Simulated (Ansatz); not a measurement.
trans-NiCl2(PH3)2 (NiP₂H₆Cl₂), relaxed as a triplet with UKS PBE-D4/def2-SVP in Ansatz, starting from the GFN2-xTB geometry. Force threshold 0.02 eV/Å.

At PBE-D4/def2-SVP a singlet of charge 0 lies 0.63 eV below the triplet, each at its own geometry.

Start:

```xyz
11

Ni    0.4686   -0.2338    0.0688
Cl    0.7961   -1.8828   -1.2000
P     0.6070    1.4488   -1.5080
H     1.6756    2.3229   -1.4612
H    -0.3233    2.4152   -1.8438
H     0.8328    1.0369   -2.8072
Cl    1.9203    0.2181    1.5201
P    -1.1768   -1.0662    1.4567
H    -1.7538   -0.4219    2.5344
H    -0.7140   -2.1381    2.1976
H    -2.3326   -1.6991    1.0425
```

Problem. Estimate the energy that the relaxation releases and the steps that it takes.

Solution. 0.50 eV, in 16 steps; 21 s on 4 threads of Intel Xeon 6975P-C on a shared host. The force fell under the threshold at step 12, but the optimiser went on and released 0.009 eV more. No frequencies were taken in this run, so the end may be a saddle point.

Problem. Does the start keep its bonding?

Solution. By distances, no bond broke or formed. The bond that changes most is Ni1–Cl7, from 2.10 to 2.21 Å (atoms count from 1).

Problem. Predict the relaxed structure.

Solution. 
```xyz
11

Ni    0.006   -0.003    0.002
Cl    0.499   -1.782   -1.220
P     0.726    1.430   -1.633
H     2.147    1.351   -1.753
H     0.622    2.857   -1.545
H     0.408    1.281   -3.023
Cl    0.951    1.215    1.591
P    -1.154   -1.262    1.523
H    -1.840   -0.712    2.655
H    -0.253   -2.109    2.239
H    -2.112   -2.266    1.164
```
Bond lengths: 2 × Cl–Ni 2.21 Å; 2 × Ni–P 2.29 Å; 6 × H–P 1.43 Å.
